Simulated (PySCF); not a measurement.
PySCF job for C2H4F2OSi, SMILES O=C[Si@@H](F)CF, TDA-PBE0/def2-SVPD. Coordinates come from a B3LYP-D3(BJ)/def2-SVP optimisation. The structure was generated by enumeration; whether it is a known compound was not checked. Other conformers were not sampled.

```python
import numpy as np
from pyscf import gto, scf, dft, tdscf

mol = gto.M(
    atom='''
    O     1.80730947    0.38079718   -1.67074270
    C     1.78696440    0.08095195   -0.49543117
    Si    0.11306747   -0.49067760    0.26345850
    F     0.24121486   -0.47479177    1.88936387
    C    -1.18814619    0.74119960   -0.33380221
    F    -2.46826295    0.25162165   -0.11861863
    H     2.72618573    0.13925094    0.12353038
    H    -0.20820331   -1.87260716   -0.17055387
    H    -1.03198817    0.91706397   -1.41436736
    H    -1.07689090    1.71502288    0.17760632
    ''',
    basis='def2-SVPD',
    charge=0,
    spin=0,
    max_memory=1600,
    verbose=4,
)
mf = dft.RKS(mol, xc='pbe0').density_fit(auxbasis='def2-universal-jkfit')
mf.grids.level = 3
mf.conv_tol = 1e-9
mf.max_cycle = 100
mf.kernel()
mf.grids = dft.Grids(mol).set(level=1).build(with_non0tab=True)  # coarser grid for the response kernel
td = tdscf.TDA(mf)
td.singlet = True
td.nstates = 10
td.conv_tol = 1e-4
td.positive_eig_threshold = 1e-6
td.kernel(x0=td.get_init_guess(mf, 15))
td.analyze()
tt = tdscf.TDA(mf)
tt.singlet = False
tt.nstates = 4
tt.conv_tol = 1e-4
tt.positive_eig_threshold = 1e-6
tt.kernel(x0=tt.get_init_guess(mf, 9))
tt.analyze(verbose=3)
```

Output:

```
PySCF version 2.14.0

[INPUT] verbose = 4
[INPUT] num. atoms = 10
[INPUT] num. electrons = 56
[INPUT] charge = 0
[INPUT] spin (= nelec alpha-beta = 2S) = 0
[INPUT] symmetry False subgroup None
[INPUT] Mole.unit = angstrom
[INPUT] Symbol           X                Y                Z      unit          X                Y                Z       unit  Magmom
[INPUT]  1 O      1.807309470000   0.380797180000  -1.670742700000 AA    3.415319920633   0.719602379207  -3.157246127616 Bohr   0.0
[INPUT]  2 C      1.786964400000   0.080951950000  -0.495431170000 AA    3.376873310348   0.152977014749  -0.936229224873 Bohr   0.0
[INPUT]  3 Si     0.113067470000  -0.490677600000   0.263458500000 AA    0.213666551897  -0.927246279459   0.497864410189 Bohr   0.0
[INPUT]  4 F      0.241214860000  -0.474791770000   1.889363870000 AA    0.455830022575  -0.897226411497   3.570380263948 Bohr   0.0
[INPUT]  5 C     -1.188146190000   0.741199600000  -0.333802210000 AA   -2.245270895045   1.400664247637  -0.630794756675 Bohr   0.0
[INPUT]  6 F     -2.468262950000   0.251621650000  -0.118618630000 AA   -4.664340978911   0.475496005511  -0.224156723971 Bohr   0.0
[INPUT]  7 H      2.726185730000   0.139250940000   0.123530380000 AA    5.151744394397   0.263146139188   0.233438586263 Bohr   0.0
[INPUT]  8 H     -0.208203310000  -1.872607160000  -0.170553870000 AA   -0.393447234128  -3.538714671300  -0.322300103785 Bohr   0.0
[INPUT]  9 H     -1.031988170000   0.917063970000  -1.414367360000 AA   -1.950175005091   1.732999742006  -2.672766949924 Bohr   0.0
[INPUT] 10 H     -1.076890900000   1.715022880000   0.177606320000 AA   -2.035028867036   3.240923540563   0.335627302792 Bohr   0.0

nuclear repulsion = 293.714744262516
number of shells = 69
number of NR pGTOs = 241
number of NR cGTOs = 165
basis = def2-SVPD
ecp = {}


[settings echo left out]
init E= -642.599256123511
  HOMO = -0.289979183880035  LUMO = -0.136418326084329  gap/eV = 4.17860
cycle= 1 E= -642.0670127004  delta_E= 0.532  |g|= 0.895  |ddm|= 3.71
  HOMO = -0.175699119002322  LUMO = -0.0548195794153123  gap/eV = 3.28930
cycle= 2 E= -641.538191186641  delta_E= 0.529  |g|= 1.87  |ddm|= 2.07
  HOMO = -0.286269601010294  LUMO = -0.0910947641888109  gap/eV = 5.31098
cycle= 3 E= -642.217296712028  delta_E= -0.679  |g|= 0.184  |ddm|= 1.45
  HOMO = -0.276226971035784  LUMO = -0.0857814109788952  gap/eV = 5.18229
cycle= 4 E= -642.221901301928  delta_E= -0.0046  |g|= 0.104  |ddm|= 0.196
  HOMO = -0.281259498066607  LUMO = -0.0865779730185108  gap/eV = 5.29755
cycle= 5 E= -642.223754596224  delta_E= -0.00185  |g|= 0.0113  |ddm|= 0.0803
  HOMO = -0.2805084631071  LUMO = -0.0850617587159395  gap/eV = 5.31838
cycle= 6 E= -642.223779083952  delta_E= -2.45e-05  |g|= 0.00425  |ddm|= 0.0147
  HOMO = -0.280950504284051  LUMO = -0.0854102135432555  gap/eV = 5.32092
cycle= 7 E= -642.22378315633  delta_E= -4.07e-06  |g|= 0.00105  |ddm|= 0.00462
  HOMO = -0.281035295809224  LUMO = -0.0854491410794718  gap/eV = 5.32217
cycle= 8 E= -642.223783367453  delta_E= -2.11e-07  |g|= 0.000324  |ddm|= 0.00124
  HOMO = -0.281024985424714  LUMO = -0.0854301008326996  gap/eV = 5.32241
cycle= 9 E= -642.22378338763  delta_E= -2.02e-08  |g|= 5.14e-05  |ddm|= 0.000294
  HOMO = -0.281025585614073  LUMO = -0.0854289150888534  gap/eV = 5.32246
cycle= 10 E= -642.22378338804  delta_E= -4.1e-10  |g|= 2.57e-05  |ddm|= 8.52e-05
  HOMO = -0.281028402127415  LUMO = -0.0854318116449  gap/eV = 5.32245
Extra cycle  E= -642.223783387961  delta_E= 7.91e-11  |g|= 3.33e-05  |ddm|= 6.16e-05
converged SCF energy = -642.223783387961
tot grids = 42440
Overwritten attributes  positive_eig_threshold  of <class 'pyscf.tdscf.rks.TDA'>


******** <class 'pyscf.tdscf.rks.TDA'> for <class 'pyscf.df.df_jk.DFRKS'> ********
nstates = 10 singlet
deg_eia_thresh = 1.000e-03
wfnsym = None
conv_tol = 0.0001
eigh lindep = 1e-12
eigh level_shift = 0
eigh max_cycle = 100


Excitation energies (eV)
[3.16883554 5.9269965  6.23606896 6.81082507 7.07264634 7.22138392
 7.45511477 7.79296848 7.91315227 8.06971048]

** Singlet excitation energies and oscillator strengths **
Excited State   1:      3.16884 eV    391.26 nm  f=0.0019
      28 -> 29        0.69915
Excited State   2:      5.92700 eV    209.19 nm  f=0.0370
      27 -> 29        0.69486
Excited State   3:      6.23607 eV    198.82 nm  f=0.0051
      28 -> 30        0.68743
Excited State   4:      6.81083 eV    182.04 nm  f=0.0624
      28 -> 31       -0.66796
      28 -> 32       -0.19258
Excited State   5:      7.07265 eV    175.30 nm  f=0.0014
      26 -> 29        0.70423
Excited State   6:      7.22138 eV    171.69 nm  f=0.0054
      28 -> 30       -0.11304
      28 -> 31        0.17301
      28 -> 32       -0.66267
Excited State   7:      7.45511 eV    166.31 nm  f=0.0208
      21 -> 29        0.10441
      23 -> 29       -0.11970
      24 -> 29       -0.15985
      25 -> 29        0.63997
Excited State   8:      7.79297 eV    159.10 nm  f=0.0005
      27 -> 30       -0.67909
Excited State   9:      7.91315 eV    156.68 nm  f=0.1143
      28 -> 33       -0.59021
      28 -> 34       -0.36343
Excited State  10:      8.06971 eV    153.64 nm  f=0.0089
      27 -> 31       -0.19824
      28 -> 33       -0.35694
      28 -> 34        0.52864
      28 -> 35       -0.13115
      28 -> 36       -0.13791

** Transition electric dipole moments (AU) **
state          X           Y           Z        Dip. S.      Osc.
  1        -0.0522      0.1463      0.0174      0.0244      0.0019
  2        -0.5011     -0.0256      0.0533      0.2546      0.0370
  3         0.1798      0.0079     -0.0307      0.0333      0.0051
  4         0.6093      0.0508     -0.0054      0.3738      0.0624
  5         0.0660     -0.0332      0.0492      0.0079      0.0014
  6        -0.0372     -0.0816      0.1507      0.0308      0.0054
  7        -0.2505     -0.2156      0.0670      0.1137      0.0208
  8         0.0058     -0.0351      0.0338      0.0024      0.0005
  9         0.6745      0.1778      0.3213      0.5898      0.1143
 10         0.1274      0.1698      0.0051      0.0451      0.0089

** Transition velocity dipole moments (imaginary part, AU) **
state          X           Y           Z        Dip. S.      Osc.
  1        -0.0016     -0.0270     -0.0094      0.0008      0.0047
  2        -0.0606      0.0136     -0.0056      0.0039      0.0119
  3         0.0003     -0.0080     -0.0067      0.0001      0.0003
  4         0.1142     -0.0094      0.0077      0.0132      0.0351
  5         0.0061      0.0021      0.0153      0.0003      0.0007
  6         0.0049     -0.0103      0.0239      0.0007      0.0018
  7        -0.0489     -0.0125      0.0118      0.0027      0.0065
  8         0.0092      0.0182     -0.0236      0.0010      0.0023
  9         0.1699      0.0462      0.0630      0.0350      0.0802
 10         0.0278      0.0225     -0.0016      0.0013      0.0029

** Transition magnetic dipole moments (imaginary part, AU) **
state          X           Y           Z
  1         0.0118     -0.2579      1.1064
  2         0.1718      0.0343      0.0156
  3         0.0637     -0.3408     -0.2856
  4        -0.0336     -0.3871     -0.2021
  5         0.0797     -0.0456      0.2625
  6         0.0417     -0.2623      0.1309
  7        -0.1772     -0.2508      0.3918
  8        -0.8244     -0.0560      0.1786
  9         0.1769      0.4435     -0.3546
 10        -0.0954     -0.4690     -0.0554


******** <class 'pyscf.tdscf.rks.TDA'> for <class 'pyscf.df.df_jk.DFRKS'> ********
nstates = 4 triplet
deg_eia_thresh = 1.000e-03
wfnsym = None
conv_tol = 0.0001
eigh lindep = 1e-12
eigh level_shift = 0
eigh max_cycle = 100


Excitation energies (eV)
[2.38266008 5.30373151 5.84307242 5.92690435]

** Triplet excitation energies and oscillator strengths **
Excited State   1:      2.38266 eV    520.36 nm  f=0.0000
Excited State   2:      5.30373 eV    233.77 nm  f=0.0000
Excited State   3:      5.84307 eV    212.19 nm  f=0.0000
Excited State   4:      5.92690 eV    209.19 nm  f=0.0000
```

The run converged.

Cost: roughly 4 core-minutes.
